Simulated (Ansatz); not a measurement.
## What each rung costs, and what it gives

Saddle point of Si$_{2}$H$_{7}$SF, closed shell (Si₂H₅F ([F][SiH2][SiH3]) + H₂S → Si₂H₆S ([SiH3][SiH2][SH]) + HF; bonds formed: Si1–S7, F2–H6; bonds broken: Si1–F2, H6–S7), PBE0-D4/def2-TZVP structure:

```xyz
11
angstrom
Si -0.6614 -0.0071 -0.6588
F -0.1284 -1.7490 -0.0052
H -0.6735 1.2837 -1.4387
H -1.9438 -0.6146 -1.0830
Si -0.2518 0.7684 1.5094
H 0.7892 -1.6945 -0.9425
S 1.1700 -0.7513 -2.0284
H -0.7688 -0.1440 2.5607
H 1.2286 0.8765 1.6653
H -0.8292 2.1274 1.6953
H 2.0690 -0.0955 -1.2742
```

Barriers are electronic and count from the start structure reached by relaxing down the imaginary mode.

Computed with Ansatz 0.2.0 (basis: as named in each row); correlated methods freeze the cores. B3LYP uses VWN-RPA correlation. Extrapolation: Hartree–Fock as exp(−7.88 √X), correlation as X^−2.97.

Times are rough, for one single point on 4 threads of a shared host (Arm Neoverse V1).

The estimate by CCSD(T) at an estimated basis limit (MP2 extrapolated from triple and quadruple zeta, plus CCSD(T) − MP2 in triple zeta) is 44.13 kcal/mol.

```tsv
method	basis	time (s)	barrier (kcal/mol)	method less estimate
HF	STO-3G	under 1	67.64	23.51
PBE-D4	STO-3G	under 1	12.07	-32.06
SPW92	def2-SVP	under 1	21.91	-22.22
B3LYP-D4	6-31G	under 1	35.80	-8.33
PBE-D4	def2-SVP	under 1	29.68	-14.45
PBE0-D4	def2-SVP	1	35.16	-8.97
SPW92	def2-TZVPP	1	25.14	-19.00
PBE-D4	def2-TZVPP	2	32.33	-11.80
BLYP-D4	def2-TZVPP	2	38.30	-5.83
B3LYP-D4	def2-TZVPP	3	42.40	-1.73
BHLYP-D4	def2-TZVPP	3	48.78	4.65
CAM-B3LYP-D4	def2-TZVPP	3	44.11	-0.02
PBE0-D4	def2-TZVPP	3	37.99	-6.14
CCSD(T)	def2-SVP	4	45.24	1.11
r2SCAN-D4	def2-TZVPP	4	37.59	-6.54
RPA on PBE	def2-TZVPP	5	44.73	0.59
wB97M-V	def2-SVP	6	38.65	-5.48
r2SCAN0-D4	def2-TZVPP	6	41.29	-2.84
B2PLYP	def2-TZVPP	6	44.11	-0.03
PBE-QIDH	def2-TZVPP	6	42.03	-2.10
wB97X-V	def2-TZVPP	8	43.12	-1.01
B97M-V	def2-TZVPP	10	42.50	-1.64
wB97M-V	def2-TZVPP	10	41.68	-2.46
MP2	def2-QZVPP	21	42.43	-1.71
CCSD(T)	def2-TZVPP	130	44.97	0.83
```

All methods are single points on the PBE0-D4 structures.

The T1 diagnostic stays at or below 0.014.

Labels in which every atom is bracketed show which atoms are joined, not bond orders.
